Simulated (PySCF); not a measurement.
C7H6FS (charge +1).
Numbering: `[CH2:1]=[C:2]1[S:3][CH2:4][c+:5]2[c:6]([CH2:7][F:8])[c:9]21`

Probes without a nucleus sit at each ring's centroid and 1 Å off its mean plane on both sides; NICS is minus the shielding there, NICSzz its component along the normal. Level: GIAO PBE0/pcSseg-1 (PySCF, non-relativistic, gas phase) on the GFN2-xTB geometry, one conformer.

Rings: 1. C2–S3–C4–C5–C9; 2. C5–C6–C9.

```tsv
set	NICS(0)	NICS(1), two faces	NICS(1)zz, two faces
P	3.4	-2.8 / -2.7	2.2 / 2.2
Q	-29.0	-13.1 / -13.2	-20.2 / -20.3
```

Task: Which set (ppm) belongs to which ring?

Result: P = 1, Q = 2.
- 1 (5-membered ring with S; formal bonds 1 aromatic, 4 single): mean NICS(1)zz 2.2 ppm, near zero. C4 has four or more neighbours; no verdict on aromaticity is drawn.
- 2 (3-membered carbocycle; bonds drawn aromatic by RDKit's count): mean NICS(1)zz -20.2 ppm, shielded.

Task: How do the rings differ in shape?

Result: 
```json
{"ring": "1", "bond lengths (Å)": "1.815, 1.881, 1.437, 1.426, 1.405", "rms pucker (Å)": "0.00", "HOMA": "–", "nearest outside atom to a NICS(1) probe (Å)": "hydrogen 2.05"}
{"ring": "2", "bond lengths (Å)": "1.373, 1.392, 1.426", "rms pucker (Å)": "0.00", "HOMA": "0.86", "nearest outside atom to a NICS(1) probe (Å)": "carbon 2.36"}
```

HOMA = 1 − mean of α(R − Ropt)² over the ring bonds, with Krygowski's 1993 parameters (CC: Ropt 1.388 Å, α 257.7 Å⁻²). A dash marks a ring with a four-coordinate atom, a triple bond, no multiple bond or a kind of bond without parameters.

Conformer computed: `[CH2:1]=[C:2]1[S:3][CH2:4][c+:5]2[c:6]([CH2:7][F:8])[c:9]21`: C5–C6–C7–F8 0°.
